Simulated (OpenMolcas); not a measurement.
## B⁺: effect of the active space

| Item | Value |
| --- | --- |
| Program | OpenMolcas |
| Method | SS-CASPT2 or its RAS form, IPEA 0.25 Eh, imaginary shift 0.1 Eh |
| Basis | ANO-RCC-VTZP |
| Scalar Hamiltonian | DKH2, point nucleus |
| Spin-orbit coupling | state interaction with AMFI integrals over the reference wave functions, term energies averaged over their components |

A. 2 electrons in 4 orbitals (2s 2p); 2S+1 = 3 even, 3 roots; 2S+1 = 1 even, 7 roots; 2S+1 = 3 odd, 3 roots; 2S+1 = 1 odd, 3 roots; closed shells correlated: 1s; CASPT2 step of the order of 2.2 core-seconds
B. 2 electrons in 8 orbitals (2s 2p 3s 3p); 2S+1 = 3 even, 3 roots; 2S+1 = 1 even, 7 roots; 2S+1 = 3 odd, 3 roots; 2S+1 = 1 odd, 3 roots; closed shells correlated: 1s; CASPT2 step roughly 4 core-seconds
C. 2 electrons in 9 orbitals (RAS2 2s 2p; RAS3 3d, at most 2 electrons); 2S+1 = 3 even, 3 roots; 2S+1 = 1 even, 7 roots; 2S+1 = 3 odd, 3 roots; 2S+1 = 1 odd, 3 roots; closed shells correlated: 1s; CASPT2 step roughly 5 core-seconds

Energies in cm-1 above 2s2 1S0, the measured ground level; measured values from NIST Handbook of Basic Atomic Spectroscopic Data.

| Level | A | B | C | Measured |
| --- | --- | --- | --- | --- |
| 2s2 1S0 | 0.0 | 0.0 | 0.0 | 0.0 |
| 2s 2p 3P* 0 | 37290 | 37430 | 37163 | 37336 |
| 2s 2p 3P* 1 | 37297 | 37438 | 37170 | 37342 |
| 2s 2p 3P* 2 | 37312 | 37453 | 37185 | 37358 |
| 2s 2p 1P* 1 | 75602 | 75456 | 74162 | 73397 |
| 2p2 3P0 | 99192 | 99253 | 99052 | 98911 |
| 2p2 3P1 | 99200 | 99261 | 99060 | 98920 |
| 2p2 3P2 | 99214 | 99276 | 99074 | 98933 |
| 2p2 1D2 | 104795 | 104557 | 102856 | 102363 |

Deviations, from unrounded energies. A percentage is the sum of absolute deviations over the sum of measured energies, with the sign that they share, or ± where signs differ.

```
           Against measurement  Levels     A     B     C
mean absolute deviation (cm-1)       8   700   700   270
      other configurations (%)       8  ±1.0  +1.0  ±0.4
```

C lies closest to measurement on these levels and A furthest from it. The largest miss of C in the table is 2s 2p 1P* 1, by +770 cm-1. The ranking rests on the paired levels alone, and a cruder setting can come out closer through cancelling errors.

Among A to C the level of the table that moves most is 2p2 1D2, by 1900 cm-1 (lowest in C, highest in A).

Active for correlation alone: 3p 3s; no level in the range computed is led by a configuration that fills them, so any true level of that kind is missing (holds for B). Active for correlation alone: 3d; no level in the range computed is led by a configuration that fills it, so any true level of that kind is missing (holds for C). Computed and measured levels are paired by configuration, term and J; levels that our copy of the source lacks, or whose pairing is in doubt (as where it misses far off the trend of its configuration), stay unpaired and out of the deviations. Only configurations of the active space appear. The table leaves out levels that lie high or whose names do not pair safely across all columns.

* marks odd parity.
